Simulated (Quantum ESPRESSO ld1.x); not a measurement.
Results of a calculation; reference values are marked as such.
Question: All-electron atom: I+ in [Kr] 4d10 5s2 5p4. Level of theory: non-relativistic Kohn-Sham, LDA (Slater exchange, Perdew-Zunger correlation), spin-polarised, spherical densities, point nucleus; open shells are filled with parallel spins first; relativity is left out, which matters for an element this heavy (ld1.x of Quantum ESPRESSO 7.5). Some entries of the table are withheld. Estimate them.

| orbital | occ. | eigenvalue (hartree) | <r^2> (bohr^2) | <1/r> (bohr^-1) |
|---|---|---|---|---|
| 1s up | 1 | -1162.14 | 0.001102 | 52.43 |
| 1s down | 1 | -1162.14 | 0.001102 | 52.43 |
| 2s up | 1 | -175.425 | 0.01792 | 12.03 |
| 2s down | 1 | -175.423 | 0.01792 | 12.03 |
| 2p up | 3 | -164.956 | 0.01345 | 12.05 |
| 2p down | 3 | -164.953 | 0.01345 | 12.05 |
| 3s up | 1 | -35.5939 | 0.1231 | 4.385 |
| 3s down | 1 | -35.5914 | 0.1230 | 4.385 |
| 3p up | 3 | -31.1818 | 0.1176 | 4.314 |
| 3p down | 3 | -31.1791 | 0.1176 | 4.314 |
| 3d up | 5 | -22.9514 | 0.09876 | 4.185 |
| 3d down | 5 | -22.9488 | 0.09875 | 4.185 |
| 4s up | 1 | -6.46565 | 0.6706 | 1.795 |
| 4s down | 1 | -6.46017 | 0.6701 | 1.795 |
| 4p up | 3 | -4.92243 | 0.7390 | 1.693 |
| 4p down | 3 | -4.91638 | 0.7378 | 1.694 |
| 4d up | 5 | -2.28851 | 0.9817 | 1.449 |
| 4d down | 5 | -2.27951 | 0.9751 | 1.452 |
| 5s up | 1 | -0.93516 | 4.470 | 0.6515 |
| 5s down | 1 | -0.89300 | 4.486 | 0.6527 |
| 5p up | 3 | (1) | 6.155 | 0.5527 |
| 5p down | 1 | (2) | 6.308 | 0.5486 |
| 6s up | 0 | -0.18728 | (3) | 0.2509 |
| 6s down | 0 | -0.17816 | (4) | 0.2426 |
| 4f up | 0 | -0.03372 | (5) | 0.08125 |
| 4f down | 0 | -0.03332 | (6) | 0.07683 |

Answer: 
(1) 5p up eigenvalue (hartree): -0.58852
(2) 5p down eigenvalue (hartree): -0.54726
(3) 6s up <r^2> (bohr^2): 29.06
(4) 6s down <r^2> (bohr^2): 30.80
(5) 4f up <r^2> (bohr^2): 260.7
(6) 4f down <r^2> (bohr^2): 276.2
